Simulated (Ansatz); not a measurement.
Basis-set extrapolation for C8H4N2 (`N#Cc1ccccc1C#N`) (PBE0-D4/def2-TZVP geometry, frozen core, the Gaussian-basis code of Ansatz). Multiplicity 1, RHF reference.

```csv
,def2-TZVPP,def2-QZVPP
HF,-414.307479,-414.323474
MP2 correlation,-1.592895,-1.694871
CCSD(T) correlation,-1.690170,not run
```

Energies in hartree. Use E(X) = E(∞) + A·exp(−7.88·√X) for Hartree–Fock and E(X) = E(∞) + B·X^(−2.97) for correlation, with X = 3 and 4, and add CCSD(T) minus MP2 of the smaller set to the MP2 limit.

Question: What is the CCSD(T) energy at the basis-set limit?

Answer: HF limit: -414.323474 + (-0.015995) × 0.13774 = -414.32568. MP2 limit: -1.694871 + (-0.101976) × 0.74074 = -1.77041. Higher-order term: -1.690170 − (-1.592895) = -0.09728. Total: -416.19337 hartree, 5.33 eV below CCSD(T)/def2-TZVPP.
